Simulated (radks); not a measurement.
Problem. Numerical settings for the titanium ion Ti+, [Ar] 3d2 4s1. Method: non-relativistic Kohn-Sham, PBE, spin-unpolarised, spherical densities, point nucleus; computed with a radial shooting solver on a logarithmic mesh with Libxc functionals. The defaults (mesh step 0.008 in ln r, mesh end at 40 bohr or more with all orbitals vanishing there, Anderson mixing 0.5 over 9 steps, residual threshold near 1e-9 with the energy settled to 1e-9 hartree or 1e-11 of itself, here a cap of 64 iterations) give E = -848.8136 hartree and 4s at -10.272 eV in 14 iterations. Run on one thread of a shared host, so times are rough (Arm Neoverse V2): 0.07 s of CPU time, 0.07 s wall, 14 iterations on 2546 mesh points. One setting is changed at a time: mesh step in ln r 0.03; mesh step in ln r 0.02; mesh step in ln r 0.05; mesh end (bohr) 20; mesh end (bohr) 400; residual threshold 0.01; residual threshold 1e-13; mixing 1; linear mixing, mixing 0.2; linear mixing, mixing 0.5; mixing history 2; iteration cap 2. Which runs fail to converge, and which converge to a wrong energy?

Solution. Not converged within the cap: residual threshold 1e-13; linear mixing, mixing 0.2; iteration cap 2. No run marked as converged misses the energy by more than 1 mhartree.
